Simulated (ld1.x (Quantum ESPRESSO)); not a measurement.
**Reading a pseudo-wave (Ga)**

Columns: radius, all-electron u(r) and pseudo u(r) of the 3d shell (level -27.75 eV) of gallium in the configuration [Ar] 3d10 4s2 4p0; LDA (PZ), scalar-relativistic, PAW scheme, ld1.x (Quantum ESPRESSO) 7.5.

```json
{"r (bohr)": "0.103", "all-electron": "0.1532", "pseudo": "0.0080"}
{"r (bohr)": "0.205", "all-electron": "0.5284", "pseudo": "0.0587"}
{"r (bohr)": "0.308", "all-electron": "0.8538", "pseudo": "0.1762"}
{"r (bohr)": "0.410", "all-electron": "1.0350", "pseudo": "0.3508"}
{"r (bohr)": "0.513", "all-electron": "1.0951", "pseudo": "0.5506"}
{"r (bohr)": "0.615", "all-electron": "1.0760", "pseudo": "0.7247"}
{"r (bohr)": "0.718", "all-electron": "1.0139", "pseudo": "0.8365"}
{"r (bohr)": "0.820", "all-electron": "0.9330", "pseudo": "0.8682"}
{"r (bohr)": "0.923", "all-electron": "0.8451", "pseudo": "0.8321"}
{"r (bohr)": "1.025", "all-electron": "0.7593", "pseudo": "0.7589"}
{"r (bohr)": "1.128", "all-electron": "0.6773", "pseudo": "0.6773"}
{"r (bohr)": "1.230", "all-electron": "0.6023", "pseudo": "0.6023"}
{"r (bohr)": "1.332", "all-electron": "0.5343", "pseudo": "0.5343"}
{"r (bohr)": "1.435", "all-electron": "0.4724", "pseudo": "0.4724"}
{"r (bohr)": "1.538", "all-electron": "0.4171", "pseudo": "0.4171"}
{"r (bohr)": "1.640", "all-electron": "0.3684", "pseudo": "0.3684"}
{"r (bohr)": "1.743", "all-electron": "0.3247", "pseudo": "0.3247"}
{"r (bohr)": "1.845", "all-electron": "0.2863", "pseudo": "0.2863"}
{"r (bohr)": "1.948", "all-electron": "0.2521", "pseudo": "0.2521"}
{"r (bohr)": "2.050", "all-electron": "0.2221", "pseudo": "0.2221"}
{"r (bohr)": "2.153", "all-electron": "0.1953", "pseudo": "0.1953"}
{"r (bohr)": "2.255", "all-electron": "0.1719", "pseudo": "0.1719"}
{"r (bohr)": "2.358", "all-electron": "0.1511", "pseudo": "0.1511"}
{"r (bohr)": "2.460", "all-electron": "0.1329", "pseudo": "0.1329"}
{"r (bohr)": "2.562", "all-electron": "0.1168", "pseudo": "0.1168"}
{"r (bohr)": "2.665", "all-electron": "0.1025", "pseudo": "0.1025"}
```

(1) How many radial nodes do the two functions have?

(2) At about which radius was the pseudo-wave matched?

(3) Is the pseudo-wave norm-conserving?

Answers

(1) The all-electron 3d function has n − l − 1 = 0; the pseudo-wave has 0.

(2) 1.15 bohr. The columns agree to 0.0005 from 1.02 bohr on; several derivatives are matched, so the curves merge somewhat inside the radius.

(3) No, it belongs to a PAW set: the norm inside the radius is not constrained, and the difference is carried by the augmentation charge.
